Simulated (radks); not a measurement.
Problem. Valence configurations of Lu (all share [Xe]). Calculated with a radial shooting solver on a logarithmic mesh with Libxc functionals: Dirac Kohn-Sham, BLYP, spin-unpolarised, spherical densities, point nucleus; open shells fill j = l - 1/2 first. Order these by energy: 4f14 6s1 6p2; 4f12 5d3 6s2; 4f12 5d2 6s2 6p1; 4f13 5d1 6s2 6p1; 4f14 5d1 6s1 6p1; 4f12 5d3 6s1 6p1; 4f13 5d3 6s1; 4f13 5d2 6s1 6p1; 4f12 5d2.5 6s1.5 6p1; 4f14 5d1 6s2.

Solution. From the lowest, in eV above it: 4f14 5d1 6s2 0.000; 4f14 5d1 6s1 6p1 3.167; 4f14 6s1 6p2 4.494; 4f13 5d1 6s2 6p1 11.629; 4f13 5d3 6s1 11.904; 4f13 5d2 6s1 6p1 13.073; 4f12 5d3 6s2 25.541; 4f12 5d2 6s2 6p1 28.608; 4f12 5d2.5 6s1.5 6p1 28.772; 4f12 5d3 6s1 6p1 29.134. NIST lists [Xe] 4f14 5d1 6s2 as the ground configuration; this level of theory agrees among the configurations tried. The energies are those of spherical spin-averaged densities, not of single terms.
